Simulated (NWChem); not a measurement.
System: CH₃FSTi; SMILES [CH3][Ti]([F])=[S]

Give the equilibrium geometry at PBE0/def2-SVP (NWChem) as a list of bonds and angles, with the point group.

point group C1; any orientation.
Bonds (Å): Ti1–S2 2.049, Ti1–F3 1.754, Ti1–C4 2.054, C4–H5 1.106, C4–H6 1.103, C4–H7 1.103. Bond angles (°): S2–Ti1–F3 115.3, S2–Ti1–C4 107.6, F3–Ti1–C4 112.1, Ti1–C4–H5 109.1, Ti1–C4–H6 109.1, Ti1–C4–H7 111.8, H5–C4–H6 108.6, H5–C4–H7 110.3, H6–C4–H7 107.8.
